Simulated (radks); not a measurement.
Values are calculated unless marked as measured or tabulated.
Ionisation of the antimony ion Sb2+, [Kr] 4d10 5s2 5p1, to Sb3+, [Kr] 4d10 5s2, under several functionals. Dirac Kohn-Sham, spin-unpolarised, spherical densities, finite nucleus; open shells fill j = l - 1/2 first; a radial shooting solver on a logarithmic mesh with Libxc functionals.

| functional | E(Sb2+) (hartree) | Exc (hartree) | IE (eV) | -e(HOMO) (eV) | <r> HOMO (bohr) | IE error (eV) |
|---|---|---|---|---|---|---|
| SOGGA | -6479.24121 | -166.85881 | 24.925 | 20.510 | 2.436 | -0.398 |
| OLYP | -6484.98334 | -172.76365 | 24.707 | 20.299 | 2.459 | -0.616 |
| BP86 | -6483.58767 | -171.25800 | 25.210 | 20.777 | 2.431 | -0.113 |
| AM05 | -6477.19000 | -164.78302 | 25.025 | 20.595 | 2.432 | -0.298 |
| BLYP | -6483.09208 | -170.74982 | 25.079 | 20.582 | 2.450 | -0.245 |
| exchange-only PBE | -6479.79800 | -167.41877 | 24.222 | 19.744 | 2.481 | -1.102 |
| PBE | -6482.44173 | -170.09991 | 25.023 | 20.586 | 2.444 | -0.301 |
| exchange-only B88 | -6480.56213 | -168.19603 | 24.214 | 19.757 | 2.466 | -1.109 |
| RPBE | -6482.77982 | -170.44451 | 24.873 | 20.464 | 2.453 | -0.450 |

NIST Atomic Spectra Database: 25.324 eV (measured). Closest: BP86. The Delta-SCF values span 1.00 eV, the total energies 7.79 hartree. The highest occupied level is 5p1/2. Spin polarisation and multiplet splitting are left out, so open shells lie too high by an amount that depends on their filling.

Beside tabulated values, note that spin-unpolarised runs miss the spin-polarisation part of the exchange energy of open shells.
